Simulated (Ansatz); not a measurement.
Strength of the Si–Si bond: SiH2(GeH3)(SiH3) → GeH3(SiH2) + SiH3

Species: SiH2(GeH3)(SiH3), singlet; GeH3(SiH2), doublet; SiH3 (silyl radical) `[SiH3]`, doublet. 

Shapes, held fixed at every level: PBE0-D4/def2-TZVP. Programs: Ansatz 0.2.0. The zero-point and thermal change to 298 K, harmonic and unscaled (PBE0-D4/def2-TZVP), is -11.0 kJ/mol.

(1) Estimate ΔH(298 K) of this reaction.

Answers

(1) The highest level, CCSD(T)/def2-TZVPP, gives ΔH(298 K) = +307.1 kJ/mol; the levels span +285.8 to +319.2. The column of differences is taken from that level and isn't an error. No measured value is set beside it here. Open shells run unrestricted. Relativity is left out for Ge. Outer-core shells of Ge are correlated, in sets that cover them unevenly. Times are processor times on shared x86 and Arm servers, and rough.

| level | kind | ΔH(298 K) (kJ/mol) | less CCSD(T)/def2-TZVPP | CPU time (sum over the molecules) |
| --- | --- | --- | --- | --- |
| BHLYP-D4/def2-TZVPP | global hybrid | +303.6 | -3.5 | 20 s |
| PBE0-D4/def2-TZVPP | global hybrid | +306.3 | -0.8 | 20 s |
| wB97M-V/def2-TZVPP | range-separated hybrid | +319.2 | +12.1 | 76 s |
| B2PLYP/def2-TZVPP | double hybrid | +298.9 | -8.2 | 33 s |
| CCSD(T)/def2-SVP | coupled cluster or CI | +290.9 | -16.2 | 24 s |
| CCSD/def2-SVP | coupled cluster or CI | +285.8 | -21.3 | – |
| CCSD(T)/def2-TZVPP | coupled cluster or CI | +307.1 | 0.0 | 9.1 min |
